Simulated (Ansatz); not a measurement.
One change: `OB(O)Cl` becomes `OB(Cl)C[SiH3]`.

Ansatz, PBE0-D4/def2-TZVP geometries, multiplicity 1. Each molecule was computed in one conformer, which needn't be the lowest.

```
                                      property  `OB(O)Cl`
zero-point energy (PBE0-D4/def2-TZVP) / kJ/mol       93.3
size of the dipole moment (PBE/def2-TZVPP) / D       1.92
         HOMO energy (ωB97M-V/def2-TZVPP) / eV     -11.46
           LUMO energy (B3LYP/def2-TZVPP) / eV       0.13
             HOMO energy (PBE/def2-TZVPP) / eV      -7.64
           HOMO energy (B3LYP/def2-TZVPP) / eV      -8.85
```

(1) What does the change do to each property? (Estimate.)

Answers

(1) Computed: 
```tsv
property	`OB(Cl)C[SiH3]`	shift
zero-point energy (PBE0-D4/def2-TZVP) / kJ/mol	191.6	98.3
size of the dipole moment (PBE/def2-TZVPP) / D	0.86	-1.06
HOMO energy (ωB97M-V/def2-TZVPP) / eV	-11.14	0.32
LUMO energy (B3LYP/def2-TZVPP) / eV	-0.34	-0.47
HOMO energy (PBE/def2-TZVPP) / eV	-7.50	0.14
HOMO energy (B3LYP/def2-TZVPP) / eV	-8.63	0.22
```

With PBE0 the HOMO rises by 0.25 eV and the LUMO falls by 0.67 eV, so the gap narrows by about 0.92 eV. PBE moves the HOMO by 0.14 eV and ωB97M-V by 0.32 eV. The zero-point energy changes by 98.3 kJ/mol with +15 modes. Dipoles are sizes alone; their direction can turn.

B3LYP here is the variant with VWN-RPA as its local correlation; programs differ in this.
